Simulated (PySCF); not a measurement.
**Yb²⁺: ionisation energy**

Yb²⁺ [Xe] 4f14 (1S) → Yb³⁺ [Xe] 4f13 (2F), as a difference of total energies. Computed with PySCF 2.14 in x2c-TZVPPall (11s7p7d4f2g, 113 functions), with scalar relativity by spin-free X2C-1e. Correlated levels: valence: [Kr] 4d10 frozen; valence and next inner shell: [Ar] 3d10 frozen. The calculations carry no spin-orbit coupling.

```
                                method  ionisation energy (eV)  plus first-order spin-orbit estimate  difference from reference of that sum (eV)
                                   UHF                  20.649                                20.046                                      -5.007
                                   LDA                  27.032                                26.429                                      +1.376
                                   PBE                  26.405                                25.802                                      +0.749
                                  PBE0                  25.288                                24.685                                      -0.368
                                r2SCAN                  25.470                                24.866                                      -0.187
                         MP2 (valence)                  26.793                                26.190                                      +1.137
                     SCS-MP2 (valence)                  25.875                                25.272                                      +0.219
    MP2 (valence and next inner shell)                  27.310                                26.707                                      +1.654
SCS-MP2 (valence and next inner shell)                  26.261                                25.657                                      +0.604
```

Reference: 25.053 ± 0.025 eV (semi-empirical (NIST evaluation); NIST Atomic Spectra Database, ionization energies).

A first-order spin-orbit estimate (lowest level to lowest level, LS coupling) adds -0.603 eV.

Errors of the correlated levels include the incompleteness of this basis and the frozen core.
